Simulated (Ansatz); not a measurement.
Species: C2H9OSi2, net charge 0, doublet state. It need not be the lowest isomer of its formula. 
Coordinates optimised at B3LYP-D3(BJ)/def2-TZVP (Ansatz, an electronic-structure program):
```xyz
14

Si    -0.9068    -0.1559    -0.5474
C     -1.2401     1.6548    -0.6068
C     -1.8782    -0.9612     0.8276
O      0.7061    -0.4163    -0.3436
Si     2.0432     0.0387     0.4788
H     -1.2630    -0.7867    -1.8431
H     -0.5298     2.3698    -1.0089
H     -2.1798     2.0925    -0.2863
H     -1.6878    -2.0358     0.8579
H     -1.6118    -0.5399     1.7992
H     -2.9506    -0.8132     0.6777
H      3.1688    -0.8223     0.0567
H      1.8324    -0.1105     1.9394
H      2.3730     1.4552     0.1906
```
Charge 0, spin multiplicity 2.

Computed values are from Ansatz. Valence correlation only, unless marked. Open shells are spin-unrestricted. No spin-orbit coupling. Non-relativistic. CBS marks a two-point X^-3 extrapolation of the correlation energy; Hartree-Fock from the larger set.

The atomisation energy De is 1203.7 kcal/mol at CCSD(T)/CBS(cc-pV(T+d)Z,cc-pV(Q+d)Z) and the total energy comes out as -734.8797 Eh at CCSD(T)/CBS(cc-pV(T+d)Z,cc-pV(Q+d)Z). The dipole moment is 1.06 D at CCSD(T)/aug-cc-pV(D+d)Z. The T1 diagnostic is 0.011 at CCSD/cc-pV(Q+d)Z.
